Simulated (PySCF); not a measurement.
Fractional electron number in Cr⁻ (chromium, charge -1)

The 4s beta orbital of [Ar] 3d5 4s2 is emptied in steps (occupation f), with all orbitals relaxed, ending at [Ar] 3d5 4s1. All numbers are calculated (PySCF 2.14, the non-relativistic Hamiltonian (point nucleus), in aug-pcseg-2 (7s5p4d3f2g, 81 functions)). The exact energy is a straight line in f; departures are measured from the line between the end points of the same method.

| f | B3LYP (eV) |
| --- | --- |
| 1 | 0.000 |
| 0.8 | -0.242 |
| 0.6 | -0.370 |
| 0.4 | -0.377 |
| 0.2 | -0.253 |
| 0 | 0.000 |

Question: For B3LYP, how does the orbital energy at f = 1 compare with the removal energy?

Answer: −ε = -0.838 eV against a total-energy difference of 0.639 eV. By Janak's theorem ε = ∂E/∂f, so the gap between them reflects the curvature. Along the path −ε is -0.294 (f = 0.8), 0.294 (f = 0.6), 0.926 (f = 0.4), 1.592 (f = 0.2) eV.

At f = 1 the orbital energy is positive for B3LYP: only the finite basis holds the electron.

Reference removal energy between the ground levels: 0.676 eV (measured; photodetachment measurements, as compiled on the Wikipedia data page of electron affinities).
